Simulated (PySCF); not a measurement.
B(Cl)(H)(SMe) (CH4BClS), SMILES CSBCl. The structure is a stationary point at B3LYP-D3(BJ)/def2-SVP. The values are those of a single conformer.

Task: Give the equilibrium geometry at B3LYP-D3(BJ)/def2-SVP (PySCF confirms it by a frequency run) as Cartesian coordinates in Å, and its point group. (The exact figures need the calculation; the answer reports its results.)

Result: Several could match; the one computed here: point group Cs.
```xyz
8

B     -0.5856     0.3990     0.0000
Cl    -0.0216     2.0678     0.0000
H     -1.7663     0.1770     0.0000
S      0.6100    -0.9182     0.0000
C     -0.4565    -2.4123     0.0000
H     -1.0853    -2.4388     0.8993
H      0.2123    -3.2829     0.0000
H     -1.0853    -2.4388    -0.8993
```
